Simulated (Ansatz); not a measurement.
Gas-phase reaction in SMILES: C#CB(C)C -> C#CB([CH2])C + H atom (the C-H bond at the site shown breaks; other sites are not compared here)
Each molecule is optimised on its own at B3LYP-D3(BJ)/def2-TZVP (Ansatz, a first-principles code), one conformer each, not searched for the lowest.

Quantity: bond dissociation energy (electronic energy difference), in eV. Valence correlation only, unless marked. Open shells are spin-unrestricted. No spin-orbit coupling. No relativistic terms. CBS marks a two-point X^-3 extrapolation of the correlation energy; Hartree-Fock from the larger set. The bracket is a focal-point correction in the basis named.

```json
[
 {"level": "HSE06-D4/def2-TZVPD", "program": "Ansatz + dftd4", "bond dissociation energy (eV)": "4.26", "minus last row": "-0.17"},
 {"level": "wB97X-V/def2-TZVPD", "program": "Ansatz", "bond dissociation energy (eV)": "4.39", "minus last row": "-0.04"},
 {"level": "RI-MP2/cc-pVTZ", "program": "Ansatz", "bond dissociation energy (eV)": "4.40", "minus last row": "-0.03"},
 {"level": "RI-MP2/cc-pVQZ", "program": "Ansatz", "bond dissociation energy (eV)": "4.45", "minus last row": "0.02"},
 {"level": "CCSD(T)/cc-pVQZ", "program": "Ansatz", "bond dissociation energy (eV)": "4.40", "minus last row": "-0.03"},
 {"level": "RI-MP2/CBS(cc-pVTZ,cc-pVQZ)+[CCSD(T)-MP2]/cc-pVTZ", "program": "Ansatz", "bond dissociation energy (eV)": "4.44", "minus last row": "0.01"},
 {"level": "CCSD(T)/CBS(cc-pVTZ,cc-pVQZ)", "program": "Ansatz", "bond dissociation energy (eV)": "4.43", "minus last row": "0.00"}
]
```
